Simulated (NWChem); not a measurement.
**Correlation energy of H4ClFOSi2**

```xyz
9

F      1.1389     1.0627     1.4175
Si     0.5975    -0.2924     0.7351
Cl     1.6056    -0.5161    -1.0354
O     -0.9972    -0.1550     0.4546
Si    -2.2195     0.3271    -0.5791
H      0.8756    -1.4204     1.6386
H     -2.1993     1.8105    -0.7243
H     -3.5088    -0.1112     0.0204
H     -2.0279    -0.3142    -1.9112
```
Charge 0, spin multiplicity 1.

The numbers come from NWChem runs, not from measurements. The geometry was optimised at PBE0/def2-SVP, a minimum by its harmonic frequencies. It is one conformer; others weren't searched.

Basis set: 3-21G. Each correlation energy counts from its own Hartree-Fock reference.

The correlated methods keep 17 core orbitals frozen. The structure started from a generated list of species. No row is a measurement; the coupled-cluster row has its own basis-set and correlation limits.

### Question
For the correlation energy, MP2 gives -381.1 mHa and SCS-MP2 gives -379.1 mHa. What do CCSD, CCSD+T(CCSD), CCSD(T) give?

### Answer
CCSD: -408.8 mHa; CCSD+T(CCSD): -417.7 mHa; CCSD(T): -416.6 mHa.
